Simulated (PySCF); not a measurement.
**Ir²⁺: excitation energy**

Ir²⁺ [Xe] 4f14 5d7 (4F) → Ir²⁺ [Xe] 4f14 5d6 6p1 (high-spin determinant), as a difference of total energies. Calculation: PySCF 2.14, in aug-cc-pVTZ-PP with ECP60MDF (6s6p5d3f2g, 88 functions); a scalar-relativistic core potential. Correlated levels: valence: 5s2 5p6 frozen. The calculations carry no spin-orbit coupling.

```
           method  excitation energy (eV)
              UHF                   8.677
              LDA                   9.187
              PBE                   9.186
             PBE0                   9.290
           r2SCAN                   9.082
        BHandHLYP                   9.558
            M06-L                   9.999
           B2PLYP                   9.502
          wB97X-V                   9.699
    MP2 (valence)                   9.426
SCS-MP2 (valence)                   9.880
```

Q: How much does correlation contribute at MP2 (valence)?

A: 9.426 − (8.677) = 0.749 eV, measured against UHF.

The determinant of the upper state mixes LS terms, which raises its energy above the lowest term, most at the Hartree-Fock and MP2 levels.
